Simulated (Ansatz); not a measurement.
Reaction (formal loss of a carbene): `FC1(CCl)O[SiH2]1` → `[CH2]` (triplet) + `FC1(Cl)O[SiH2]1`

Isolated molecules relaxed with PBE0-D4/def2-TZVP in Ansatz; ΔE leaves out vibrations. CCSD(T)/CBS is the MP2 limit (def2-TZVPP, def2-QZVPP) plus CCSD(T) − MP2 in def2-TZVPP, frozen cores. This one scheme is used for every species. Functionals use def2-TZVPP. B3LYP here is the variant with VWN-RPA as its local correlation; programs differ in this. Triplets are unrestricted, without spin–orbit coupling. One conformer a species, not always the lowest.

| level | ΔE (kJ/mol) | difference from CCSD(T)/CBS |
| --- | --- | --- |
| PBE-D4 | 442.9 | -0.8 |
| r2SCAN-D4 | 416.6 | -27.1 |
| PBE0-D4 | 437.3 | -6.4 |
| ωB97M-V | 443.2 | -0.5 |
| B2PLYP | 431.2 | -12.5 |
| r2SCAN | 414.6 | -29.1 |
| PBE0 | 431.4 | -12.3 |
| B3LYP | 422.9 | -20.8 |
| HF/def2-TZVPP | 300.8 | -142.9 |
| SCS-MP2/def2-TZVPP | 445.3 | 1.6 |
| CCSD/def2-TZVPP | 422.3 | -21.4 |
| HF/def2-QZVPP | 300.7 | -143.0 |
| MP2/def2-QZVPP | 449.8 | 6.1 |
| SCS-MP2/def2-QZVPP | 453.2 | 9.5 |
| HF/CBS(def2) | 300.7 | -143.0 |
| MP2/CBS(def2) | 454.7 | 11.0 |
| CCSD(T)/CBS | 443.7 | 0 |

Largest T1 diagnostic among the species: 0.014.

In def2-TZVPP, CCSD(T) changes the Hartree–Fock value by +131.6 kJ/mol (the triples alone add +10.1 kJ/mol) and MP2 by +142.5 kJ/mol. From PBE to PBE0 (25 % exact exchange), in def2-TZVPP and without D4, ΔE moves by −4.7 kJ/mol. The D4 term adds +10.7 kJ/mol with B3LYP and +5.9 kJ/mol with PBE0; it sums over pairs of atoms, weighted by their polarisabilities, and B3LYP, whose exchange is more repulsive, gets the larger term.
